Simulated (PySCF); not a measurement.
A calculated (PBE0, PySCF 2.14, aug-cc-pV(T+d)Z, the non-relativistic Hamiltonian (point nucleus)) atom or ion has these occupied shells.

| shell | electrons | orbital energy (eV) | rms radius, mean of both spins (bohr) |
| --- | --- | --- | --- |
| 1s α | 1 | -2452.2 | 0.113 |
| 1s β | 1 | -2451.2 | 0.113 |
| 2s α | 1 | -246.24 | 0.522 |
| 2s β | 1 | -245.03 | 0.522 |
| 2p α | 3 | -190.20 | 0.493 |
| 2p β | 3 | -188.84 | 0.493 |
| 3s α | 1 | -44.480 | 1.67 |
| 3p α | 3 | -31.900 | 1.86 |

Task: Name the element and its charge.

Result: S²⁺ (sulfur, charge +2), in [Ne] 3s1 3p3, high-spin 5S determinant (an excited configuration).
